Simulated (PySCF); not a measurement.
Cost against size for one kind of job: PySCF, PBE0-D3(BJ)/def2-SVP geometry optimisation, gas phase; work: geometry optimisation from a GFN2-xTB start shaken at random. Hardware: one thread of an Arm Neoverse V1, no GPU (shared host). Other jobs ran on the host; a repeat could differ by tens of per cent or more. Peak memory is the resident size of the whole Python process, interpreter and libraries included.

| species (SMILES) | atoms | electrons | basis functions | SCF cycles | gradient evaluations | wall time | peak memory |
| --- | --- | --- | --- | --- | --- | --- | --- |
| B[NH][GeH3] | 9 | 50 | 90 | 42 | 7 | 17 s | 0.37 GiB |
| [H]/N=C\C1=C[SiH2]S1 | 11 | 60 | 117 | 69 | 9 | 53 s | 0.50 GiB |
| [H]/N=[CH]\[GeH2][N]=C | 11 | 64 | 118 | 57 | 8 | 48 s | 0.49 GiB |
| CO[B](OC)[Ge@@H]([SiH3])[GeH3] | 21 | 124 | 217 | 68 | 10 | 6.3 min | 1.3 GiB |
| CO[B](OC)[GeH2][GeH2][SiH3] | 21 | 124 | 217 | 46 | 7 | ? | ? |

Question: Estimate the withheld figures.

Answer: `CO[B](OC)[GeH2][GeH2][SiH3]`: 4.9 min, 1.3 GiB.

Question: With all rows, how does the wall time grow with the number of basis functions N?

Answer: A straight line through log(time) against log(N) has slope 3.3 between N = 90 and 217, and the rows scatter about it by a factor of about 1.2 (standard error of the fit). This is a fit to these rows, whose iteration counts differ, not the method's formal scaling.

Question: Which species took longest, and how many times the shortest run?

Answer: `CO[B](OC)[Ge@@H]([SiH3])[GeH3]`, at 6.3 min: about 22 times the shortest (17 s).
